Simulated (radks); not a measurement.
All-electron atom: Pt in [Xe] 4f14 5d9 6s1. Method: Dirac Kohn-Sham, OLYP, spin-unpolarised, spherical densities, finite nucleus; open shells fill j = l - 1/2 first; Fermi nuclear charge, rms radius 5.427 fm; computed with a radial shooting solver on a logarithmic mesh with Libxc functionals.

X-ray form factor f0, the Fourier transform of the density (f0(0) = 78):

sin(theta)/lambda (1/angstrom)  f0 (electrons)
0.05                                    76.913
0.1                                     74.082
0.15                                    70.335
0.2                                     66.308
0.25                                    62.341
0.3                                     58.592
0.4                                     51.925
0.5                                     46.329
0.6                                     41.602
0.8                                     33.950
1                                       27.950
1.25                                    22.372
1.5                                     18.660
2                                       14.601
